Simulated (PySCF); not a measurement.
## Spinor energies of Zn³⁺ (zinc, charge +3)

Start: [Ar] 3d9; 3d3/2 filled at m_j = -3/2, -1/2, +1/2, +3/2; 3d5/2 filled at m_j = -3/2, -1/2, +1/2, +3/2, +5/2. Calculated with PySCF 2.14 in x2c-QZVPPall-2c (11s9p6d4f2g, 114 functions): generalised Hartree-Fock with the X2C-1e Hamiltonian and a Gaussian nucleus; one run each with spin-orbit coupling (SO) switched off, then screened by Boettger's factors.

```csv
spinor shell,electrons,"ε, spin-free (eV)","ε, screened SO (eV)",weight of nominal j (screened SO),"rms radius, screened SO (bohr)"
1s1/2,2,-9772.8,-9772.7,1.000,0.0580
2s1/2,2,-1276.6,-1276.5,1.000,0.244
2p1/2,2,-1108.0,-1124.7,0.999,0.217
2p3/2,4,-1108.0,-1099.8,1.000,0.220
3s1/2,2,-199.67,-199.65,1.000,0.727
3p1/2,2,-147.12,-150.56,0.953,0.760
3d3/2,4,-62.826,-63.545,0.833,0.904
3d5/2,5,-62.826,-62.263,0.866,0.914
```

Task: Where does 3p3/2 lie, and what is the 3p spin-orbit splitting (screened SO)?

Result: At -145.42 eV, 5.143 eV above 3p1/2.

| quantity | spin-free | screened SO |
| --- | --- | --- |
| E (hartree) | -1792.01864 | -1792.07634 |
| M_J | 5/2 | 5/2 |
| ⟨J²⟩ | 8.753 | 8.753 |
| ⟨L²⟩ | 6.003 | 6.004 |
| ⟨S²⟩ | 0.751 | 0.752 |

Each row is a mean over spinors that exchange with the open shell spreads, by up to 8.061 eV (3p3/2).

Rows whose weight is well below 1 are mixtures of j = l ± 1/2: exchange outweighs spin-orbit coupling there, and the label is only the starting occupation.

Without spin-orbit coupling the j labels of p, d and f shells carry no meaning; the spin-free column gives the mean over the occupied spinors of each nl shell.
